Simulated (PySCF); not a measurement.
# Reading the logs of faulty runs: B2ClH3N cation

These are calculations, not measurements. The program is PySCF 2.14.0, an open-source quantum chemistry code, run on an isolated molecule that a program drew, which may never have been made. The molecule is B2ClH3N cation (charge +1, singlet), drawn as the SMILES string `BN[B+]Cl`.

Each row is a Hartree-Fock (HF) and frozen-core CCSD(T) single point in the cc-pV(D+d)Z basis, meant for a local HF minimum. Run 1 is clean. Each other run has one planted mistake out of seven kinds, and not every kind appears here: one electron removed, one electron added, multiplicity raised by two, geometry at a saddle point, minimal basis STO-3G, one bond length entered in bohr, all coordinates scaled. The reference is restricted for singlets and unrestricted otherwise, and also for a bond in bohr. Adding or removing an electron swaps singlet and doublet. Electrons count all cores. HOMO and LUMO are orbital energies over both spins, the gradient is its largest component, and the lowest frequency (negative if imaginary) is given only where the gradient is small. Bond lengths are over the 6 bonds as drawn. T1 is the CCSD diagnostic: over 0.02 (restricted) or 0.045 (unrestricted) a single reference is doubtful.

Geometry of the clean run:
```xyz
7
B2ClH3N cation, angstrom
B    -3.2585    1.9437    0.4184
N    -2.0084    2.6173   -0.0057
B    -0.8995    1.9300   -0.2619
Cl    0.4444    1.0607   -0.5690
H    -4.2013    2.6273    0.6271
H    -3.2180    0.7595    0.5173
H    -2.0056    3.6230   -0.1004
```

| run | electrons | basis functions | <S^2> | HOMO (eV) | LUMO (eV) | gradient (hartree/bohr) | lowest frequency (cm^-1) | mean bond (Å) | longest bond (Å) | T1 | HF (hartree) | CCSD(T) (hartree) | mistake |
|---|---|---|---|---|---|---|---|---|---|---|---|---|---|
| 1 | 36 | 80 | 0.000 | -18.81 | -3.54 | 3.0e-05 | 145 | 1.3039 | 1.630 | 0.0141 | -564.89023 | -565.38599 | no fault |
| 2 | 36 | 80 | 0.000 | -19.04 | -3.23 | 5.3e-02 | - | 1.2492 | 1.561 | 0.0127 | -564.87521 | -565.36482 | all coordinates scaled |
| 3 | 35 | 80 | 0.778 | -24.28 | -16.15 | 1.5e-01 | - | 1.3039 | 1.630 | 0.0215 | -564.24859 | -564.72607 | one electron removed |
| 4 | 36 | 80 | 2.028 | -12.28 | -8.37 | 9.1e-02 | - | 1.3039 | 1.630 | 0.0324 | -564.66129 | -565.15837 | ? |

**Which mistake was planted in run 4, and what did it cost?**

Electrons, basis and geometry are unchanged, and <S^2> is 2.028, beside S(S+1) = 2.00 for a multiplicity of 3. So the mistake is: multiplicity raised by two. Subtracting run 1 and multiplying by 627.51 kcal/mol a hartree, the energy moved by 143.7 kcal/mol in HF and 142.8 kcal/mol in CCSD(T).

